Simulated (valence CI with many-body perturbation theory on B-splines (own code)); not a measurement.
**Run record, Nd37+**

Calculated by relativistic CI+MBPT: five valence electrons over a frozen Dirac-Fock core [Ar], radial functions for each j: 6 s, 6 p, 5 d, 5 f, 1 g, with the one-electron correlation potential Σ1 (screened to all orders), the two-electron term Σ2, the three-electron term Σ3, Breit, model QED; selected single and double excitations, second order for the rest, scaled by the run's own slope (own B-spline code, finite nucleus).

Command, and the settings that its task file holds:

```sh
python run_cv.py task.json out
```

```
atom Nd  Z=60  mass_number=142  rms_radius_fm=4.9123
core [Ar]
valence 3d5
avg = 1
basis = S
breit = 1
cap = 10000
capref = 1200
cscale = 1
de = 0.0
dress = 0
eps = 2e-08
extrap = 1
h = 0.8
hh = 1
l2 = 3
lcore = 6
maxit = 60
n2 = 5
natural = 1
nlev = 21
nno = [3, 3, 3, 3, 1]
nroot = 26
nsp = [3, 3, 2, 2, 0]
pt2 = 1
qed = 1
rpa = 1
s1 = 1
s2 = 1
s3 = 1
screen = 1
tol = 2e-05
whole = 1
```

It took 32 s on 1 thread of Intel(R) Xeon(R) Platinum 8488C (Sapphire Rapids), with other jobs on the host.

Log. The first blocks belong to the next ion, which gives the ionisation energy. Fields: 2J, parity (1 odd), roots, reference size, generating configurations, candidates as configurations/state functions, variational space P, stored matrix elements, Davidson steps; e2 is the range of second-order energies in hartree. The first line gives the box (bohr), its intervals, the orbitals and the steps of their self-consistent field. Window is the range of levels sought, series limit the energy at which the first omitted orbital would enter, core excitation an estimate of the first excitation out of the core, left out the lowest levels not solved, and shifts from estimates the range by which levels moved from their first estimate, all in cm⁻¹.

```
rmax 3.0 intervals 33 orbitals 40 references ['3d5', '3d4 4s', '3d4 4p'] scf 4 t 0.7
2J=0 par=0 roots 2 ref 17 generators 4 cand 463/953 P 476/970 nnz 0 it 0
2J=0 par=0 roots 2 ref 17 generators 5 cand 824/1582 P 1300/2552 nnz 1e+06 it 5
   second order: generators 7 cand 1350/3342 e2 -0.00000 -0.00000
2J=2 par=0 roots 2 ref 36 generators 3 cand 166/895 P 181/931 nnz 0 it 0
2J=2 par=0 roots 2 ref 36 generators 4 cand 922/4071 P 1103/5002 nnz 5.5e+06 it 5
   second order: generators 7 cand 1623/10967 e2 -0.00003 -0.00002
reference levels 556, estimated 34, window 526548 1/cm; series limit 14251888, core excitation 1865237
2J=5 par=0 roots 7 ref 81 generators 5 cand 53/889 P 215/3237 nnz 2.6e+06 it 4
2J=5 par=0 roots 7 ref 81 generators 5 cand 534/6477 P 749/9714 nnz 2e+07 it 5
   second order: generators 6 cand 2035/44308 e2 -0.00196 -0.00159
2J=7 par=0 roots 6 ref 72 generators 3 cand 44/887 P 212/3389 nnz 2.9e+06 it 4
2J=7 par=0 roots 6 ref 72 generators 3 cand 510/6505 P 722/9894 nnz 2.2e+07 it 5
   second order: generators 4 cand 2015/46237 e2 -0.00221 -0.00176
2J=3 par=0 roots 5 ref 67 generators 3 cand 84/982 P 297/3533 nnz 2.9e+06 it 5
2J=3 par=0 roots 5 ref 67 generators 3 cand 673/6391 P 970/9924 nnz 2e+07 it 6
   second order: generators 5 cand 2904/62958 e2 -0.00084 -0.00067
2J=11 par=0 roots 3 ref 35 generators 3 cand 77/860 P 281/3273 nnz 2.6e+06 it 4
2J=11 par=0 roots 3 ref 35 generators 3 cand 705/6631 P 986/9904 nnz 2.2e+07 it 5
   second order: generators 3 cand 414/3157 e2 -0.00033 -0.00028
2J=9 par=0 roots 4 ref 56 generators 3 cand 48/956 P 228/3361 nnz 2.8e+06 it 4
2J=9 par=0 roots 4 ref 56 generators 3 cand 585/6468 P 813/9829 nnz 2.1e+07 it 5
   second order: generators 3 cand 699/7187 e2 -0.00142 -0.00127
2J=1 par=0 roots 3 ref 39 generators 3 cand 149/889 P 527/3369 nnz 2.5e+06 it 4
2J=1 par=0 roots 3 ref 39 generators 3 cand 1004/5172 P 1531/8541 nnz 1.4e+07 it 5
   second order: generators 3 cand 28/97 e2 -0.00000 -0.00000
2J=13 par=0 roots 1 ref 18 generators 1 cand 100/826 P 363/3265 nnz 2.6e+06 it 4
2J=13 par=0 roots 1 ref 18 generators 1 cand 839/5570 P 1202/8835 nnz 1.8e+07 it 5
   second order: generators 1 cand 25/38 e2 -0.00000 -0.00000
left out: unestimated 822530, estimated 690649, shifts from estimates -396 to 132
operators 1.3
```

The Davidson iterations converged. The settings are bad on purpose, so the numbers may not be properties of the ion.

No measured spectrum was set against this ion. As an estimate, large intervals hold to a few tenths of a per cent, small ones and those within an open d or f shell to about a per cent. Among the levels kept, up to 580 cm⁻¹ of a level comes from second order outside the variational space, and about a tenth of that is noise between levels of different J, which matters for small intervals. Only levels of the ground parity were solved; by the run's estimate the other parity begins above the list, which can be wrong where configurations are misplaced.

| Item | Value |
| --- | --- |
| Valence energy | -525.5525 hartree |
| Ionisation energy | 2626.6 eV (NIST: 2627 ± 4 eV (theoretical)) |
| Reference configurations for the orbitals | 3d5, 3d4 4s, 3d4 4p |
| Radial orbitals | 40 |
| Box radius | 3.016 bohr |
| Largest variational space | 9924 |
| Lowest levels | (3d3/2^4 3d5/2) J=5/2 0.000, (3d3/2^3 3d5/2^2) J=5/2 [a] 17.534, (3d3/2^3 3d5/2^2) J=7/2 [a] 26.845, (3d3/2^3 3d5/2^2) J=3/2 [a] 27.743, (3d3/2^3 3d5/2^2) J=11/2 28.132, (3d3/2^3 3d5/2^2) J=9/2 31.302, (3d3/2^3 3d5/2^2) J=5/2 [b] 32.864, (3d3/2^3 3d5/2^2) J=1/2 34.190, (3d3/2^3 3d5/2^2) J=7/2 [b] 37.592, (3d3/2^2 3d5/2^3) J=5/2 [a] 44.034, (3d3/2^3 3d5/2^2) J=3/2 [b] 46.166, (3d3/2^2 3d5/2^3) J=7/2 [a] 48.962, (3d3/2^2 3d5/2^3) J=11/2 49.787, (3d3/2^2 3d5/2^3) J=9/2 [a] 51.497 eV |

Levels are named by their leading jj configuration (3d3/2^4 stands for four electrons in 3d with j = 3/2), which in mixed levels can hold well under half, so a name can repeat and another be missing. Letters in brackets count levels of one name in rising energy.
